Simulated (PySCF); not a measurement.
Coordinates in bohr (charge 0 multiplicity 1):
```
Zr   -0.3185   -0.0241    0.0000
O    -0.0007   -3.2882    0.0000
F     0.7536    1.4406   -3.1712
F     0.7536    1.4406    3.1712
```

Method: PySCF, PBE0, basis Zr def2-TZVP with ECP28, O def2-TZVP, F def2-TZVP (scalar-relativistic core potentials, no spin–orbit coupling, density fitting).

This geometry of ZrOF2 is a stationary point at this level.

**Question.** What is the point group?

**Answer.** Cs.

**Question.** Is it a minimum?

**Answer.** Yes: all harmonic wavenumbers are real.

**Question.** Give the atomic charges and bond orders.

**Answer.** 
```csv
atom,Mulliken,Löwdin,polar tensor,Mayer order to Zr1
Zr1,1.59,0.93,2.54,–
O2,-0.60,-0.34,-0.98,2.07
"F3,4",-0.50,-0.29,-0.78,0.84
```

**Question.** Give the ideal-gas entropy at 298.15 K and 1 bar by parts.

**Answer.** translation 170.8, rotation 107.9, vibration 35.1, spin 0.0; total 313.9 J/(mol K).

**Question.** What is the atomisation energy, with and without zero-point energy?

**Answer.** 1967 kJ/mol without, 1951 kJ/mol with.

Stability towards spin polarisation was not tested. This need not be the most stable arrangement of these atoms.
